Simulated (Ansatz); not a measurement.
Basis sets compared for NbOCl3 (NbCl3O). The state is a singlet with charge 0. Geometry PBE-D4/def2-SVP. Ansatz on 4 threads of Arm Neoverse V2 on a shared host; times are rough, and most runs start from earlier orbitals.

Cartesian coordinates in Å:
```
Nb -0.010 -0.056 0.047
O -0.248 -1.348 1.125
Cl -1.811 -0.004 -1.374
Cl 1.941 -0.458 -1.090
Cl 0.128 1.866 1.292
```

In the def2 sets Nb takes a core potential, while STO-3G treats all electrons; there is no spin–orbit coupling.

STO-3G and 6-31G are all-electron sets without relativity, so their totals don't compare with the def2 sets.

Binding counts from free atoms (Nb sextet, O triplet, Cl doublet) in the same basis, without a counterpoise term.

```tsv
level	functions	energy (Eh)	HOMO (eV)	LUMO (eV)	binding per atom (eV)	wall time
HF/STO-3G	59	-5153.9592	-11.14	2.39	3.47	0.3 s
HF/def2-TZVP	182	-1510.0460	-13.16	-0.06	2.57	1.6 s
PBE-D4/def2-SVP	99	-1511.9834	-8.31	-4.04	4.65	1 s
PBE-D4/def2-TZVP (with forces)	182	-1512.5636	-8.38	-4.15	4.57	2 s
r2SCAN-D4/def2-TZVP	182	-1513.0762	-8.78	-4.15	4.39	4.2 s
PBE0-D4/def2-SVP	99	-1512.0361	-9.83	-3.44	4.31	1.4 s
PBE0-D4/def2-TZVP	182	-1512.6133	-9.84	-3.48	4.26	2.6 s
```

**Question.** Estimate the rows for PBE-D4/def2-TZVPD, r2SCAN-D4/def2-TZVPD, PBE0-D4/def2-TZVPD.

**Answer.** 
```tsv
level	functions	energy (Eh)	HOMO (eV)	LUMO (eV)	binding per atom (eV)	wall time
PBE-D4/def2-TZVPD	218	-1512.5657	-8.41	-4.19	4.56	2.6 s
r2SCAN-D4/def2-TZVPD	218	-1513.0782	-8.77	-4.14	4.39	6 s
PBE0-D4/def2-TZVPD	218	-1512.6154	-9.84	-3.49	4.26	4 s
```
